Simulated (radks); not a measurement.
The numbers below are computed, except where a source is named.
Task: Numerical settings for the cobalt ion Co+, [Ar] 3d8. Level of theory: scalar-relativistic Kohn-Sham, PBEsol, spin-polarised, spherical densities, point nucleus; open shells are filled with parallel spins first (a radial shooting solver on a logarithmic mesh with Libxc functionals). The defaults (mesh step 0.008 in ln r, mesh end at 40 bohr or more with all orbitals vanishing there, Anderson mixing 0.5 over 9 steps, residual threshold near 1e-9 with the energy settled to 1e-9 hartree or 1e-11 of itself, here a cap of 57 iterations) give E = -1391.6987 hartree and 3d at -11.226 eV in 16 iterations. Times are rough (one thread of a shared host). One setting is changed at a time: mesh step in ln r 0.03; mesh step in ln r 0.005; mesh step in ln r 0.05; mesh end (bohr) 1; mesh end (bohr) 5; residual threshold 0.1; residual threshold 1e-05; mixing 1.5; linear mixing, mixing 0.05; linear mixing, mixing 0.2; mixing history 20; iteration cap 3. Which runs fail to converge, and which converge to a wrong energy?

Result: Not converged within the cap: linear mixing, mixing 0.05; linear mixing, mixing 0.2; iteration cap 3. Settled on a wrong energy, with an occupied level pushed above zero by the early mesh end: mesh end (bohr) 1 (+67.2 hartree). Apart from these: settings that end as converged yet miss the energy by more than 1 mhartree: mesh end (bohr) 5 (+0.0102 hartree).
